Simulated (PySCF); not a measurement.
## Electron correlation in Tl²⁺ (thallium, charge +2)

[Xe] 4f14 5d10 6p1, 2P determinant (an excited configuration). All numbers are calculated (PySCF 2.14, the spin-free X2C one-electron Hamiltonian (Gaussian nucleus), in x2c-TZVPPall). Frozen: [Kr] 4d10 4f14; 19 electrons correlated.

| level | correlation energy (mhartree) |
| --- | --- |
| CCSD | -368.64 |
| (T) | -6.72 |
| CCSD(T) | -375.36 |

Diagnostics: T1 = 0.0083, D1 = 0.0313, largest double amplitude 0.035.

Spin-orbit coupling, absent here, splits the open shell strongly.

Cost of the coupled-cluster step: roughly 21 core-seconds, for 19 correlated electrons.

Iterations:

```
CC2 = 0
CCSD nocc = (np.int64(10), np.int64(9)), nmo = (53, 53)
frozen orbitals [[0, 1, 2, 3, 4, 5, 6, 7, 8, 9, 10, 11, 12, 13, 14, 15, 16, 17, 18, 19, 20, 21, 22, 24, 25, 26, 27, 28, 29, 30], [0, 1, 2, 3, 4, 5, 6, 7, 8, 9, 10, 11, 12, 13, 14, 15, 16, 17, 18, 19, 20, 21, 22, 24, 25, 26, 27, 28, 29, 30]]
max_cycle = 100
direct = 0
conv_tol = 1e-08
conv_tol_normt = 1e-06
diis_space = 8
diis_start_cycle = 0
Init t2, MP2 energy = -0.384900342833664
Init E_corr(UCCSD) = -0.384900342834292
cycle = 1  E_corr(UCCSD) = -0.360449309180381  dE = 0.0244510337  norm(t1,t2) = 0.052769
cycle = 2  E_corr(UCCSD) = -0.368024651779754  dE = -0.0075753426  norm(t1,t2) = 0.0159246
cycle = 3  E_corr(UCCSD) = -0.367882452166964  dE = 0.000142199613  norm(t1,t2) = 0.00787344
cycle = 4  E_corr(UCCSD) = -0.368679059175829  dE = -0.000796607009  norm(t1,t2) = 0.00370503
cycle = 5  E_corr(UCCSD) = -0.368655054876558  dE = 2.40042993e-05  norm(t1,t2) = 0.001218
cycle = 6  E_corr(UCCSD) = -0.368626590016192  dE = 2.84648604e-05  norm(t1,t2) = 0.000387534
cycle = 7  E_corr(UCCSD) = -0.368646561635446  dE = -1.99716193e-05  norm(t1,t2) = 0.000168331
cycle = 8  E_corr(UCCSD) = -0.36864308573308  dE = 3.47590237e-06  norm(t1,t2) = 4.55512e-05
cycle = 9  E_corr(UCCSD) = -0.36864225817865  dE = 8.2755443e-07  norm(t1,t2) = 1.29472e-05
cycle = 10  E_corr(UCCSD) = -0.368642105699134  dE = 1.52479516e-07  norm(t1,t2) = 2.54312e-05
cycle = 11  E_corr(UCCSD) = -0.368642440186096  dE = -3.34486962e-07  norm(t1,t2) = 4.76052e-06
cycle = 12  E_corr(UCCSD) = -0.368642337896614  dE = 1.02289482e-07  norm(t1,t2) = 1.21358e-06
cycle = 13  E_corr(UCCSD) = -0.368642359942559  dE = -2.20459445e-08  norm(t1,t2) = 3.34532e-07
cycle = 14  E_corr(UCCSD) = -0.368642355418257  dE = 4.52430166e-09  norm(t1,t2) = 1.24337e-07
UCCSD converged
E(UCCSD) = -20242.70161801126  E_corr = -0.3686423554182572
UCCSD(T) correction = -0.00671682439850922
```

This basis was not built for core-valence correlation, so the inner-shell part is incomplete.
